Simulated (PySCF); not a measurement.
C₄H₃FOSi. Atoms are numbered in the order given.

```xyz
10

C     -0.4237     2.0808     1.9182
C     -0.3674     1.1381     1.1462
Si    -0.2545    -0.2349    -0.0319
O     -0.4367    -1.6392     0.8020
F     -1.4416    -0.0775    -1.1225
C      1.3147    -0.2087    -0.9567
C      2.3754    -0.2038    -1.5608
H     -0.4770     2.9092     2.6029
H     -0.1955    -2.4537     0.3446
H      3.3093    -0.1949    -2.0955
```

The structure is a stationary point at r2SCAN-D4/def2-SVP. This is a generated structure with no PubChem entry under its InChIKey; it may be hypothetical. One conformer was computed; it need not be the lowest.

Vertical ionisation energy (IE) and electron affinity (EA) in eV. Rows of orbital energies are one-electron estimates. Where ΔSCF, EOM or ADC give a negative EA the extra electron is unbound and the value depends on the basis.

| level | IE | EA |
|---|---|---|
| −ε(HOMO), −ε(LUMO), CAM-B3LYP/def2-TZVP (PySCF) | 9.83 | -0.08 |
| −ε(HOMO), −ε(LUMO), PBE/def2-TZVP (PySCF) | 7.26 | 1.95 |
